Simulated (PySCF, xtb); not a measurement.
CH6BClGeO, SMILES CO[B](Cl)[GeH3]. Other conformers were not sampled.

Harmonic wavenumbers (cm⁻¹) from GFN2-xTB (xtb) at its own minimum, in rising order: 73, 105, 133, 176, 180, 274, 373, 387, 465, 504, 794, 852, 901, 904, 995, 1125, 1131, 1312, 1409, 1450, 1464, 1985, 2044, 2122, 2920, 2979, 2987.

Question: What does PBE-D3(BJ)/def2-SVP in PySCF 2.14.0 give at its own minimum? (An estimate is asked for; the answer gives what the named calculation found.)

Answer: 42, 71, 141, 160, 184, 304, 351, 405, 490, 550, 780, 852, 862, 912, 1004, 1135, 1139, 1342, 1410, 1424, 1450, 2053, 2057, 2099, 2958, 3055, 3068. Paired by order, the mean absolute difference is 26 cm⁻¹ and the zero-point energies are 42.9 and 43.3 kcal/mol.
